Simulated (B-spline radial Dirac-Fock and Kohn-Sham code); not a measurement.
**How the settings move the core levels of I⁺**

ΔSCF core binding energies without Breit or QED terms, calculated with a radial finite-basis atomic code. Keys: rel is the Hamiltonian (dirac, or spin-free x2c and nr, where L3 and M5 stand for the whole 2p and 3d shells), method is hf or an exchange,correlation pair (spin-unpolarised, also for the hole states), nuc the nuclear model, radius_factor scales its radius, rmax is the box in bohr, h the logarithmic mesh step, order the B-spline order, points the quadrature points per cell, c_factor scales the speed of light, and damp, ndamp, maxit and tol steer the iteration. The run stops when the commutator error falls below 10·tol·max(1, Z/10), or the numerical noise floor, and the energy has settled to about 1e-8 Ha; the virial ratio is −V/T.

Base input:

```json
{"items": [{"Z": 53, "q": 1, "cfg": [[1, 0, 2], [2, 0, 2], [2, 1, 6], [3, 0, 2], [3, 1, 6], [3, 2, 10], [4, 0, 2], [4, 1, 6], [4, 2, 10], [5, 0, 2], [5, 1, 4]], "A": 127, "rrms": 4.75, "do": "settings", "holes": ["K", "L3", "M5"],
  "settings": [{"rel": "dirac", "method": "hf", "nuc": "fermi", "radius_factor": 1.0, "rmax": 45.0, "h": 0.3, "order": 8, "points": 10, "c_factor": 1.0, "maxit": 60, "damp": 0.5, "ndamp": 3, "tol": 1e-08}]}]}
```

The ground state converged in 10 iterations, with total energy -7115.41771 Ha, virial ratio 1.94344 and highest orbital energy -19.12 eV. ΔSCF binding energies: K (1s) 33303.3 eV, L3 (2p3/2) 4585.4 eV, M5 (3d5/2) 638.8 eV.

Changes from the base run:

```
                            changed setting  Δ total energy (Ha)  Δ K (eV)  Δ L3 (eV)  Δ M5 (eV)  iterations
                               tol = 0.0001              0.00000      0.00       0.00       0.00           8
                       method = "pw91,pw91"             -3.95166    +30.74     -21.94      -4.26          10
method = "pw91,pw91"; order = 7; damp = 0.8             -3.95167    +30.74     -21.94      -4.26          10
                                   h = 0.22             -0.00002      0.00       0.00       0.00          10
                                  order = 7             +0.00005      0.00       0.00       0.00          10
method = "pw91,pw91"; rmax = 80.0; h = 0.22                    ?         ?          ?          ?           ?
                             nuc = "sphere"             +0.00030      0.00       0.00       0.00          10
```

Question: What does the change method = "pw91,pw91"; rmax = 80.0; h = 0.22 do?

Answer: The total energy moves by -3.95174 Ha and the binding energies by K +30.74 eV, L3 -21.94 eV, M5 -4.26 eV; the run takes 9 iterations.
